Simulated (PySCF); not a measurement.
## Dipole response of Zn (zinc, neutral)

[Ar] 3d10 4s1 4p1, high-spin 3P determinant (an excited configuration). Computed with PySCF 2.14 in aug-cc-pwCVTZ-DK, with scalar relativity by spin-free X2C-1e. Coupled (time-dependent) response in atomic units; α is the mean over directions.

```json
{"method": "PBE0", "mean α (bohr³)": "60.69", "α xx, yy, zz": "42.09, 97.88, 42.09", "C₆ (like pair)": "478.5", "S(−4)": "3657"}
```

S(−4) is the Cauchy moment in α(ω) = α(0) + S(−4) ω² + …

α(iu) at PBE0:

| u (hartree) | α(iu) (bohr³) |
| --- | --- |
| 0 | 60.69 |
| 0.0500 | 53.52 |
| 0.100 | 42.31 |
| 0.200 | 26.34 |
| 0.300 | 17.25 |
| 0.500 | 8.967 |
| 0.750 | 5.165 |
| 1.00 | 3.529 |
| 1.50 | 2.116 |
| 2.00 | 1.482 |
| 3.00 | 0.8803 |
| 5.00 | 0.4339 |

A single London oscillator, α(iu) = α/(1 + u²/ω²), gives C₆ = (3/4) ω α². Matching the computed C₆ needs ω = 4 × 478.5 / (3 × 60.69²) = 0.173 hartree.

The components differ because the open shell of this determinant is not spherical; for a pure term their mean is the scalar polarisability.
